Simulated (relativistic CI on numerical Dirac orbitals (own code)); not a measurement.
## Hyperfine structure of Yb²³⁺, mass number 171

Calculated at this level of theory: Dirac-Coulomb-Breit CI, KLI orbitals optimised for each configuration, QED by a radiative potential, unscaled Slater integrals (own radial code, finite nucleus).

CI space (outside the closed core [Ar] 3d10): 4s2 4p6 4d10 4f, 4s2 4p6 4d10 5s, 4s2 4p6 4d9 4f2, 4s2 4p6 4d10 5p, 4s2 4p6 4d10 5d, 4s2 4p5 4d10 4f2, 4s2 4p6 4d9 5s2, 4s2 4p6 4d9 4f 5s, 4s2 4p6 4d10 5f, 4s 4p6 4d10 4f2, 4s2 4p6 4d9 5s 5p, 4s2 4p6 4d10 6s, 4s2 4p6 4d9 4f 5p, 4s2 4p4 4d10 4f3, 4s2 4p6 4d10 5g, 4s2 4p6 4d10 6p. Levels of other configurations are missing.

Nuclear spin I = 1/2, μ = 0.4923 μN (tables of Stone and Pyykkö). The electronic factors are computed for point nuclear moments, without core polarisation or the Bohr-Weisskopf and QED corrections.

```tsv
Level	E (cm⁻¹)	A (GHz)
4s2 4p6 4d10 4f 2F°_5/2	0	3.08
4s2 4p6 4d10 4f 2F°_7/2	19143	1.668
4s2 4p6 4d10 5s 2S_1/2	705075	336
4s2 4p6 4d10 5p 2P°_1/2	1015056	101.4
4s2 4p6 4d10 5p 2P°_3/2	1168830	12.92
4s2 4p6 4d9 4f2 4F_3/2	1373356	0.7751
4s2 4p6 4d9 4f2 4F_5/2	1377608	2.582
4s2 4p6 4d9 4f2 4F_7/2	1388103	2.529
```

Levels with J = 0, under 50 % of one LS term, or S terms without an open s electron are left out. Small factors come from cancelling terms and can be off by tens of per cent or more.

At this charge transitions that keep the count of f electrons are usually good to a few per cent. Terms inside the open d or f shell come out 10 to 20 % too wide with unscaled integrals. Levels that differ in their count of f electrons can be misplaced by several ten thousand cm⁻¹, since the correlation energy of f electrons is missing or only estimated; rates across such gaps can be off by orders of magnitude.

Give the hyperfine levels of 4s2 4p6 4d10 4f 2F°_5/2 relative to its centre of gravity.

With K = F(F + 1) − I(I + 1) − J(J + 1), E = AK/2: F = 2: -5.389, F = 3: 3.85 GHz.

LS names give the leading component of a level, which can be under half, so a name can repeat, a term be missing and a line seem to break the LS rules.
